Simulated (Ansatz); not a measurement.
Reaction (SMILES): [GeH2] (GeH2) (closed-shell singlet) → Ge atom + 2 H atom
B3LYP-D3(BJ)/def2-TZVP geometries, fixed; electronic energies without zero-point terms.
Largest species:
```
Ge
H 1 1.5993
H 1 1.5993 2 90.65
```
Charge 0, spin multiplicity 1.

The atomisation energy at MP2 with Ansatz (a first-principles code), in kcal/mol, split into its Hartree-Fock and correlation parts. Cores are frozen (with 3d on Ga to Br). A restricted Hartree-Fock determinant is unstable towards unrestricted orbitals. Open shells are unrestricted. No added dispersion term, no relativity. Functions are those of the species that has most.

```tsv
basis	X	functions	Hartree-Fock	MP2
cc-pVDZ	2	37	96.21	123.55
cc-pVTZ	3	71	97.23	130.71
cc-pVQZ	4	128	97.56	133.23
cc-pV5Z	5	214	97.65	134.09
```

Worked estimate of the basis-set limit from each neighbouring pair, with Hartree-Fock from the larger set and the correlation part extrapolated as X^-3.
Correlation parts: X = 2: 27.34, X = 3: 33.48, X = 4: 35.67, X = 5: 36.44.
- (2,3): (27·(33.48) - 8·(27.34))/19 = 36.07; with Hartree-Fock 97.23 the estimate is 133.30 kcal/mol.
- (3,4): (64·(35.67) - 27·(33.48))/37 = 37.27; with Hartree-Fock 97.56 the estimate is 134.83 kcal/mol.
- (4,5): (125·(36.44) - 64·(35.67))/61 = 37.25; with Hartree-Fock 97.65 the estimate is 134.90 kcal/mol.
The last two estimates differ by 0.07 kcal/mol; the largest set lies 0.81 from the last. Over the last step Hartree-Fock moves by 0.09 and the correlation part by 0.77.
